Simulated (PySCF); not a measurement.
## Correlation energy of Se (selenium, neutral)

[Ar] 3d10 4s1 4p5, high-spin 3P determinant (an excited configuration). Calculation: PySCF 2.14, in aug-cc-pVQZ-DK; the spin-free X2C one-electron Hamiltonian (Gaussian nucleus). Frozen: [Ar] 3d10; 6 electrons correlated.

```json
{"level": "CCSD", "correlation energy (mhartree)": "-197.35"}
{"level": "(T)", "correlation energy (mhartree)": "-33.00"}
{"level": "CCSD(T)", "correlation energy (mhartree)": "-230.35"}
```

Diagnostics: T1 = 0.035, D1 = 0.0700, largest double amplitude 0.243.

T1 exceeds 0.03, a sign that the reference determinant is poor. A double-excitation amplitude exceeds 0.15, a sign of near-degeneracy.

Cost of the coupled-cluster step: about 40 core-seconds, for 6 correlated electrons.
